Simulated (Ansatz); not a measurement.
PBE exchange is replaced step by step with exact exchange (0 % is PBE, 25 % PBE0; no dispersion term), basis def2-TZVPD, Ansatz. System: the cluster GeAu₂⁻. Charge -1, multiplicity 2. Geometry: r2SCAN-D4/def2-TZVPD, each spin state at its own.

Geometry of the doublet:

```tsv
atom	x (Å)	y (Å)	z (Å)
Au1	1.3395	0.8505	-0.5896
Au2	-1.6888	0.1074	-0.0410
Ge3	0.3493	-0.9579	0.6306
```

In the def2 sets Au takes a core potential; there is no spin–orbit coupling. At PBE-D4/def2-TZVPD, PBE with 5 % exact exchange/def2-TZVPD, PBE with 10 % exact exchange/def2-TZVPD, PBE with 15 % exact exchange/def2-TZVPD the highest occupied level of the charge -1 doublet lies above zero (up to 0.67 eV). By energy differences its removal costs 1.70 eV (vertical, to the charge 0 singlet, at PBE-D4/def2-TZVPD); a positive level beside a positive removal energy at the same level points to self-interaction error. At PBE-D4/def2-TZVPD, PBE with 5 % exact exchange/def2-TZVPD, PBE with 10 % exact exchange/def2-TZVPD, PBE with 15 % exact exchange/def2-TZVPD and others the highest occupied level of the charge -1 quartet lies above zero (up to 1.13 eV). It is a level of α spin, whose loss leaves a triplet; that state wasn't run at this geometry and level. The electron is either unbound and held by the finite basis, or the level is raised by self-interaction error. The structure comes from a short search, and lower isomers may exist.

HOMO and LUMO are taken over both spins.

| exact exchange (%) | HOMO (eV) | LUMO (eV) | gap (eV) | ⟨S²⟩ | quartet − doublet (kJ/mol) |
| --- | --- | --- | --- | --- | --- |
| 0 | 0.67 | 1.49 | 0.82 | 0.753 | 183.8 |
| 5 | 0.51 | 1.64 | 1.13 | 0.754 | 181.3 |
| 10 | 0.35 | 1.80 | 1.45 | 0.754 | 178.8 |
| 15 | 0.20 | 1.96 | 1.76 | 0.754 | 176.2 |
| 25 | -0.12 | 2.26 | 2.39 | 0.755 | 170.8 |
| 35 | -0.44 | 2.52 | 2.96 | 0.756 | 165.2 |

(1) Fit a straight line to the column «quartet − doublet (kJ/mol)» against the share of exact exchange and predict its value at 50 %.

Answers

(1) With x = exact exchange (%) and y = quartet − doublet (kJ/mol): mean x = 15, mean y = 176; Σ(x − x̄)(y − ȳ) = -452, Σ(x − x̄)² = 850; slope b = -0.5318, intercept a = ȳ − b·x̄ = 184. The residuals of the fitted rows reach 0.2. At x = 50 the line gives 184 + (-0.5318 × 50) = 157.4; the run gave 155.8, 1.6 less than the line.
